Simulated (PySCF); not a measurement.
silole (C4H6Si), singlet, geometry from GFN2-xTB, with bond 8-3 at 2.4 times its length; CASSCF(4,5)/6-31G run with PySCF.

Here is a job for PySCF.
```python
from pyscf import gto, scf, mcscf
import numpy

mol = gto.M(
    atom='''
C    -1.207379    0.782602   -0.414167
C     0.025793    1.289355   -0.300512
Si    1.213825   -0.070574    0.246736
C    -0.236875   -1.277083    0.257605
C    -1.352341   -0.633774   -0.106151
H    -2.075917    1.353584   -0.713999
H     0.243708    2.324495   -0.504403
H     2.598443    0.479538    3.428009
H     2.231693   -0.392513   -0.754619
H    -0.232171   -2.325166    0.506748
H    -2.326789   -1.097601   -0.180946
''',
    basis='6-31g',
    charge=0,
    spin=0,
    verbose=4,
)

mf = scf.RHF(mol)
mf.kernel()
mc = mcscf.CASSCF(mf, 5, 4)
mc.fix_spin_(ss=0.0)
mc.conv_tol = 1e-5
mc.kernel()
occ = numpy.linalg.eigvalsh(mc.fcisolver.make_rdm1(mc.ci, mc.ncas, mc.nelecas))[::-1]
ss = mc.fcisolver.spin_square(mc.ci, mc.ncas, mc.nelecas)[0]
print('natural occupations', occ.round(4), ' <S^2>', round(ss, 4))
```

### Question
What does PySCF print? Leave out banner, timings and long lists.

### Answer

```
PySCF version 2.14.0

[INPUT] verbose = 4
[INPUT] num. atoms = 11
[INPUT] num. electrons = 44
[INPUT] charge = 0
[INPUT] spin (= nelec alpha-beta = 2S) = 0
[INPUT] symmetry False subgroup None
[INPUT] Mole.unit = angstrom
[INPUT] Symbol           X                Y                Z      unit          X                Y                Z       unit  Magmom
[...]
nuclear repulsion = 196.81523994063
number of shells = 39
number of NR pGTOs = 158
number of NR cGTOs = 61
basis = 6-31g
ecp = {}

******** <class 'pyscf.scf.hf.RHF'> ********
method = RHF
initial guess = minao
damping factor = 0
level_shift factor = 0
DIIS = <class 'pyscf.scf.diis.CDIIS'>
diis_start_cycle = 1
diis_space = 8
diis_damp = 0
SCF conv_tol = 1e-09
SCF conv_tol_grad = None
SCF max_cycles = 50
direct_scf = True
direct_scf_tol = 1e-13
Set gradient conv threshold to 3.16228e-05
Initial guess from minao.
init E= -444.623973984368
[...]
cycle= 1 E= -443.442832524746  delta_E= 1.18  |g|= 0.376  |ddm|= 3.04
[...]
cycle= 2 E= -443.501107477459  delta_E= -0.0583  |g|= 0.195  |ddm|= 1.09
[...]
cycle= 3 E= -443.523522184513  delta_E= -0.0224  |g|= 0.0684  |ddm|= 0.462
[...]
cycle= 4 E= -443.526356443519  delta_E= -0.00283  |g|= 0.0137  |ddm|= 0.195
[...]
cycle= 5 E= -443.526436435242  delta_E= -8e-05  |g|= 0.00524  |ddm|= 0.0247
[...]
cycle= 6 E= -443.526454770804  delta_E= -1.83e-05  |g|= 0.000993  |ddm|= 0.0153
[...]
cycle= 7 E= -443.526455912459  delta_E= -1.14e-06  |g|= 0.00032  |ddm|= 0.00346
[...]
cycle= 8 E= -443.526456020092  delta_E= -1.08e-07  |g|= 9.22e-05  |ddm|= 0.0011
[...]
cycle= 9 E= -443.526456029651  delta_E= -9.56e-09  |g|= 2.15e-05  |ddm|= 0.000358
[...]
cycle= 10 E= -443.526456030173  delta_E= -5.22e-10  |g|= 4.19e-06  |ddm|= 9.01e-05
[...]
Extra cycle  E= -443.526456030192  delta_E= -1.91e-11  |g|= 1.83e-06  |ddm|= 1.09e-05
converged SCF energy = -443.526456030192

******** <class 'pyscf.mcscf.mc1step.CASSCF'> ********
CAS (2e+2e, 5o), ncore = 20, nvir = 36
max_cycle_macro = 50
max_cycle_micro = 4
conv_tol = 1e-05
conv_tol_grad = None
orbital rotation max_stepsize = 0.02
orbital rotation threshold for CI restart = 0.01
augmented hessian ah_max_cycle = 30
augmented hessian ah_conv_tol = 1e-12
augmented hessian ah_linear dependence = 1e-14
augmented hessian ah_level shift = 1e-08
augmented hessian ah_start_tol = 2.5
augmented hessian ah_start_cycle = 3
augmented hessian ah_grad_trust_region = 3
kf_trust_region = 3
kf_interval = 4
ci_response_space = 4
ci_grad_trust_region = 3
[...]
max. cycles = 50
conv_tol = 1e-08
davidson only = True
linear dependence = 1e-12
level shift = 0.001
max iter space = 12
nroots = 1
pspace_size = 400
spin = None
CASCI E = -443.616293426085  S^2 = 0.0000000
Set conv_tol_grad to 0.00316228
macro iter   1 ( 21 JK    4 micro), CASSCF E = -443.641513028740  dE = -2.52196027e-02  S^2 = 0.0000000
               |grad[o]|=0.112  |grad[c]|=0.0243  |ddm|=0.0786  |maxRot[o]|=0.239
macro iter   2 ( 21 JK    4 micro), CASSCF E = -443.642453103319  dE = -9.40074579e-04  S^2 = 0.0000000
               |grad[o]|=0.0225  |grad[c]|=0.00278  |ddm|=0.00981  |maxRot[o]|=0.314
macro iter   3 ( 21 JK    4 micro), CASSCF E = -443.643292383478  dE = -8.39280159e-04  S^2 = 0.0000000
               |grad[o]|=0.0106  |grad[c]|=0.00409  |ddm|=0.00408  |maxRot[o]|=0.314
macro iter   4 ( 21 JK    4 micro), CASSCF E = -443.644498562672  dE = -1.20617919e-03  S^2 = 0.0000000
               |grad[o]|=0.0071  |grad[c]|=0.00394  |ddm|=0.00765  |maxRot[o]|=0.314
macro iter   5 ( 21 JK    4 micro), CASSCF E = -443.646206132120  dE = -1.70756945e-03  S^2 = 0.0000000
               |grad[o]|=0.00539  |grad[c]|=0.00661  |ddm|=0.00927  |maxRot[o]|= 0.23
macro iter   6 ( 20 JK    4 micro), CASSCF E = -443.651842750479  dE = -5.63661836e-03  S^2 = 0.0000000
               |grad[o]|=0.0132  |grad[c]|=0.011  |ddm|=0.0327  |maxRot[o]|=0.183
macro iter   7 ( 21 JK    4 micro), CASSCF E = -443.656187368236  dE = -4.34461776e-03  S^2 = 0.0000000
               |grad[o]|=0.0165  |grad[c]|=0.00855  |ddm|=0.0199  |maxRot[o]|=0.269
macro iter   8 ( 16 JK    4 micro), CASSCF E = -443.657410268074  dE = -1.22289984e-03  S^2 = 0.0000000
               |grad[o]|= 0.01  |grad[c]|=0.00493  |ddm|=0.0128  |maxRot[o]|=0.214
macro iter   9 ( 10 JK    2 micro), CASSCF E = -443.657510632405  dE = -1.00364331e-04  S^2 = 0.0000000
               |grad[o]|=0.00331  |grad[c]|=0.000916  |ddm|=0.00292  |maxRot[o]|=0.0281
macro iter  10 (  3 JK    1 micro), CASSCF E = -443.657512188892  dE = -1.55648678e-06  S^2 = 0.0000000
               |grad[o]|=0.00053  |grad[c]|=0.000249  |ddm|=0.000335  |maxRot[o]|=0.00358
1-step CASSCF converged in  10 macro (175 JK  35 micro) steps
CASSCF canonicalization
Density matrix diagonal elements [1.90637434 1.33141796 0.65300304 0.07398678 0.03521788]
CASSCF energy = -443.657512188892
CASCI E = -443.657512188892  E(CI) = -2.84472421061832  S^2 = 0.0000000
natural occupations [1.9081e+00 1.3368e+00 6.6550e-01 8.7600e-02 1.9000e-03]  <S^2> 0.0
```
